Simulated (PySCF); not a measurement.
C4H3N3.
Geometry (GFN2-xTB, Å), atoms numbered from 1 in this order:
```xyz
10
C4H3N3 angstrom
N      3.157   -0.202   -0.208
C      2.017   -0.106   -0.134
C      0.625    0.028   -0.045
C     -0.127    1.228   -0.048
N     -1.409    0.970    0.050
N     -1.517   -0.355    0.117
C     -0.326   -0.974    0.064
H      0.235    2.233   -0.119
H     -2.428   -0.779    0.197
H     -0.219   -2.039    0.103
```

The closed-shell SCF was solved with PySCF and density fitting under several settings on one GFN2-xTB geometry (grid level 2 and gas phase unless stated).

```csv
settings,basis functions,SCF cycles,E (Eh),HOMO (eV),LUMO (eV),dipole (D)
PBE0/pcSseg-1,134,14,-318.0456,-7.88,-0.79,4.79
PBE0/def2-SVPD,164,14,-317.8644,-7.91,-0.87,4.79
KT2/6-311G**,144,17,-324.0191,-6.63,-1.55,4.72
"HF/ANO-RCC-VDZP, grid level 1",113,14,-316.6150,-10.06,1.85,4.88
"B97-2/cc-pVDZ, IEF-PCM water, start guess atom",113,11,-318.3790,-7.32,-0.44,6.17
wB97X/pcJ-1,219,15,-318.3696,-10.10,1.38,4.82
"PBE0/pcSseg-1, IEF-PCM water",134,14,-318.0644,-7.80,-0.62,6.26
BP86/pcSseg-1,134,16,-318.4249,-6.89,-1.84,4.77
```

Problem. Estimate the row for these settings: HF/pcSseg-1, level shift 0.2 Eh, fitting basis def2-universal-jkfit.

Solution. 
```tsv
settings	basis functions	SCF cycles	E (Eh)	HOMO (eV)	LUMO (eV)	dipole (D)
HF/pcSseg-1, level shift 0.2 Eh, fitting basis def2-universal-jkfit	134	14	-316.4752	-10.14	3.04	4.92
```

Problem. Over all rows, what range does the HOMO–LUMO gap span?

Solution. From 5.05 eV (BP86/pcSseg-1) to 13.18 eV (HF/pcSseg-1, level shift 0.2 Eh, fitting basis def2-universal-jkfit). The functional of the narrowest has no exact exchange, that of the widest 100 % exact exchange.

Problem. Compare two rows with the functional PBE0: PBE0/pcSseg-1 and PBE0/def2-SVPD. Which energy is lower, and by how much?

Solution. PBE0/pcSseg-1 (134 functions) lies 0.1812 Eh or 114 kcal/mol below PBE0/def2-SVPD (164 functions). The smaller set gives the lower energy; the two sets aren't nested, so the variational bound doesn't order them by size.

Cycle counts include a coarse-grid stage where the run had one. All basis functions are spherical, in the Pople sets too. KT2 was designed for NMR shieldings or shifts; total energies of different functionals aren't comparable. ANO-RCC sets were contracted for a scalar-relativistic Hamiltonian, but ran non-relativistically here. Geometry: GFN2-xTB; no vibrations or thermal averaging.
